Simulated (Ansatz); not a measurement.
Coupled-cluster diagnostics for the cluster Rb₃H₄⁻, Ansatz.

Geometry of the singlet (PBE0-D4/def2-TZVPD):

Cartesian coordinates in Å:
```
Rb 0.8938 2.0955 0.5415
Rb 1.4157 -1.8485 -0.2277
Rb -2.3223 -0.2900 -0.0866
H 2.7879 0.4887 -0.6183
H -1.6423 2.3365 -0.4589
H -0.1028 -0.4421 2.2113
H -1.0300 -2.3401 -1.3613
```

In the def2 sets Rb takes a core potential; there is no spin–orbit coupling. Correlated methods freeze no core orbitals; core or outer-core shells of Rb are correlated, in sets that lack core-valence functions. Another isomer (singlet) lies 0.08 eV lower at PBE0-D4/def2-TZVPD; other spin states weren't run for this one.

(1) Estimate the CCSD(T) correlation energy, the shares of MP2 and (T), T1 and the reference's ⟨S²⟩ for: charge -1, singlet, own geometry in def2-TZVPPD; and the rough time on 4 threads of AMD EPYC 9R45 on a shared host.

Results:

(1) 
| state | basis | correlation (eV) | MP2 share (%) | (T) share (%) | T1 | ⟨S²⟩ (pure) | wall time |
| --- | --- | --- | --- | --- | --- | --- | --- |
| charge -1, singlet, own geometry | def2-TZVPPD | -12.666 | 84.7 | 1.7 | 0.011 | 0.00 (0.00) | 17 s |
Customary marks for T1 are 0.02 (closed shells), 0.045 (open shells) and about 0.05 (3d metals). T1 stays under 0.02 throughout.
